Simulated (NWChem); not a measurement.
Species: SiSH cation, singlet; SMILES [Si]=[SH+]

```xyz
3

Si    -0.0350    -1.0961     0.0000
S      0.1069     0.9644     0.0000
H     -1.2593     1.0423     0.0000
```
Atoms are numbered in this order, from 1.

Low-valent species are run as closed-shell singlets; no triplet was tried in these runs. All runs use the structure optimised with PBE0/def2-SVP.

 Unshifted, non-relativistic core excitations; the lowest 4 roots alone, so stronger bands may lie above.

List the first Si K-edge excitations from B3LYP/def2-TZVP, restricted-window TDA (NWChem).


```
state  energy (eV)  dipole oscillator strength           leading excitation (squared amplitude)
-----  -----------  --------------------------  -----------------------------------------------
S1          1796.0                      0.0087    1s of atom 1 or its equivalents → LUMO (0.99)
S2          1796.8                      0.0078  1s of atom 1 or its equivalents → LUMO+1 (0.99)
S3          1800.7                      0.0044  1s of atom 1 or its equivalents → LUMO+3 (0.99)
S4          1801.1                      0.0001  1s of atom 1 or its equivalents → LUMO+2 (0.99)
```
